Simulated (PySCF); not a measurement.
**`CN[C@@H]1CCN[SiH2]1`: 4 charge schemes on one density**

Species: C₄H₁₂N₂Si.
Geometry (PBE0-D3(BJ)/def2-SVP, Å), atoms numbered from 1 in this order:
```xyz
19
C4H12N2Si angstrom
C      2.5263   -0.3725   -0.3761
N      1.3179   -1.0308   -0.8001
C      0.1498   -0.6689   -0.0249
C     -1.0949   -1.4456   -0.4718
C     -2.3358   -0.8038    0.1405
N     -2.1645    0.6338    0.0225
Si    -0.5061    1.1399   -0.0327
H      2.7909   -0.6953    0.6445
H      2.4648    0.7404   -0.3558
H      3.3625   -0.6514   -1.0340
H      1.1422   -0.8347   -1.7835
H      0.3573   -0.9255    1.0326
H     -1.1694   -1.3799   -1.5725
H     -1.0121   -2.5137   -0.2163
H     -2.4432   -1.1345    1.1953
H     -3.2429   -1.1444   -0.3883
H     -2.9681    1.2071    0.2406
H     -0.0784    1.9891    1.1292
H     -0.1321    1.8967   -1.2759
```

Density: PBE0/pcSseg-1 (PySCF); schemes: Mulliken, IAO, Hirshfeld and ESP-fitted. Isolated species at its PBE0-D3(BJ)/def2-SVP geometry (one conformer only).

Problem. Which atoms carry the highest charge in the Mulliken, IAO, Hirshfeld and ESP-fitted schemes?

Solution. All schemes agree: Mulliken Si7 (+0.743); IAO Si7 (+0.805); Hirshfeld Si7 (+0.336); ESP-fitted Si7 (+0.552).

Problem. For which atoms does the sign change between the 4 schemes (beyond +0.03 e in one, beyond −0.03 e in another)?

Solution. C3 and C5.

Problem. At which atom do the 4 schemes differ most?

Solution. At N2: from -0.692 (ESP-fitted) to -0.167 e (Hirshfeld), 0.525 e apart.

Problem. Give the atomic charges in each scheme.

Solution. In e:

| atom | environment | Mulliken | IAO | Hirshfeld | ESP-fitted |
| --- | --- | --- | --- | --- | --- |
| C1 | N-methyl carbon | -0.130 | -0.294 | -0.071 | -0.079 |
| N2 | secondary amine nitrogen | -0.471 | -0.397 | -0.167 | -0.692 |
| C3 | sp3 carbon bound to nitrogen | -0.331 | -0.260 | -0.065 | +0.155 |
| C4 | ring CH2 carbon | -0.208 | -0.249 | -0.073 | -0.357 |
| C5 | sp3 carbon bound to nitrogen | +0.011 | -0.135 | -0.024 | +0.116 |
| N6 | silicon-bound nitrogen | -0.678 | -0.677 | -0.250 | -0.744 |
| Si7 | SiH2 silicon | +0.743 | +0.805 | +0.336 | +0.552 |
| H8 | methyl hydrogen | +0.113 | +0.138 | +0.040 | +0.079 |
| H9 | methyl hydrogen | +0.090 | +0.097 | +0.024 | +0.020 |
| H10 | methyl hydrogen | +0.118 | +0.145 | +0.045 | +0.102 |
| H11 | N–H hydrogen | +0.175 | +0.236 | +0.105 | +0.352 |
| H12 | methine hydrogen | +0.139 | +0.131 | +0.034 | +0.106 |
| H13 | methylene hydrogen | +0.116 | +0.126 | +0.036 | +0.120 |
| H14 | methylene hydrogen | +0.130 | +0.141 | +0.041 | +0.114 |
| H15 | methylene hydrogen | +0.105 | +0.108 | +0.025 | +0.024 |
| H16 | methylene hydrogen | +0.118 | +0.133 | +0.038 | +0.065 |
| H17 | N–H hydrogen | +0.188 | +0.256 | +0.116 | +0.356 |
| H18 | Si–H hydrogen | -0.111 | -0.149 | -0.094 | -0.157 |
| H19 | Si–H hydrogen | -0.115 | -0.155 | -0.096 | -0.134 |

Mean size of the charges over all atoms: IAO 0.244 e, ESP-fitted 0.227 e, Mulliken 0.215 e, Hirshfeld 0.088 e. Each set sums to the total charge, 0, to within 0.001 e. The Hirshfeld scheme divides the density at each point in proportion to the densities of the neutral, spherically averaged free atoms.

Problem. How many electrons does the Mulliken scheme count on N2?

Solution. Z − q = 7 − (-0.471) = 7.471.

Problem. How closely do the schemes follow one another over all atoms?

Solution. Correlation coefficient and root-mean-square difference: IAO with Hirshfeld 0.98, 0.192 e; Mulliken with IAO 0.98, 0.064 e; Mulliken with Hirshfeld 0.97, 0.178 e; Hirshfeld with ESP-fitted 0.89, 0.213 e; Mulliken with ESP-fitted 0.88, 0.152 e; IAO with ESP-fitted 0.86, 0.162 e.

Problem. Sum the charges by element, for elements with more than one atom.

Solution. 
```
element  atoms  Mulliken     IAO  Hirshfeld  ESP-fitted
      C      4    -0.657  -0.938     -0.233      -0.165
      N      2    -1.150  -1.075     -0.417      -1.435
      H     12    +1.064  +1.207     +0.314      +1.048
```

The run behind these numbers computed NMR shieldings as well. Hardware: an Arm Neoverse N1 with one thread, shared host. Cost: 49 s, 0.98 GiB resident at most.
